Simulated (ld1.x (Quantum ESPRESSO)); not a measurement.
**Reading a pseudo-wave (P (Z = 15))**

Columns: radius, all-electron u(r) and pseudo u(r) of the 3p shell (level -14.23 eV) of phosphorus in the configuration [He] 2s2 2p6 3s2 3p2; PBE, non-relativistic, PAW scheme, ld1.x (Quantum ESPRESSO) 7.5.

```json
{"r (bohr)": "0.050", "all-electron": "0.0514", "pseudo": "0.0332"}
{"r (bohr)": "0.100", "all-electron": "0.1443", "pseudo": "0.1269"}
{"r (bohr)": "0.150", "all-electron": "0.2296", "pseudo": "0.2641"}
{"r (bohr)": "0.200", "all-electron": "0.2900", "pseudo": "0.4204"}
{"r (bohr)": "0.250", "all-electron": "0.3220", "pseudo": "0.5684"}
{"r (bohr)": "0.300", "all-electron": "0.3277", "pseudo": "0.6828"}
{"r (bohr)": "0.350", "all-electron": "0.3113", "pseudo": "0.7448"}
{"r (bohr)": "0.400", "all-electron": "0.2776", "pseudo": "0.7454"}
{"r (bohr)": "0.450", "all-electron": "0.2312", "pseudo": "0.6860"}
{"r (bohr)": "0.500", "all-electron": "0.1758", "pseudo": "0.5772"}
{"r (bohr)": "0.550", "all-electron": "0.1147", "pseudo": "0.4361"}
{"r (bohr)": "0.600", "all-electron": "0.0503", "pseudo": "0.2819"}
{"r (bohr)": "0.650", "all-electron": "-0.0153", "pseudo": "0.1324"}
{"r (bohr)": "0.700", "all-electron": "-0.0807", "pseudo": "0.0002"}
{"r (bohr)": "0.750", "all-electron": "-0.1446", "pseudo": "-0.1086"}
{"r (bohr)": "0.800", "all-electron": "-0.2061", "pseudo": "-0.1945"}
{"r (bohr)": "0.850", "all-electron": "-0.2648", "pseudo": "-0.2627"}
{"r (bohr)": "0.900", "all-electron": "-0.3200", "pseudo": "-0.3200"}
{"r (bohr)": "0.950", "all-electron": "-0.3717", "pseudo": "-0.3717"}
{"r (bohr)": "1.000", "all-electron": "-0.4195", "pseudo": "-0.4195"}
{"r (bohr)": "1.050", "all-electron": "-0.4636", "pseudo": "-0.4636"}
{"r (bohr)": "1.100", "all-electron": "-0.5039", "pseudo": "-0.5039"}
{"r (bohr)": "1.150", "all-electron": "-0.5405", "pseudo": "-0.5405"}
{"r (bohr)": "1.200", "all-electron": "-0.5735", "pseudo": "-0.5735"}
{"r (bohr)": "1.250", "all-electron": "-0.6030", "pseudo": "-0.6030"}
{"r (bohr)": "1.300", "all-electron": "-0.6290", "pseudo": "-0.6290"}
```

(1) How many radial nodes do the two functions have?

(2) At about which radius was the pseudo-wave matched?

(3) Is the pseudo-wave norm-conserving?

## Answers

(1) The all-electron 3p function has n − l − 1 = 1; the pseudo-wave has 1, since 1 lower shell of the same l stays in the valence.

(2) 0.95 bohr, where the columns begin to agree (steps of 0.05 bohr).

(3) No, it belongs to a PAW set: the norm inside the radius is not constrained, and the difference is carried by the augmentation charge.
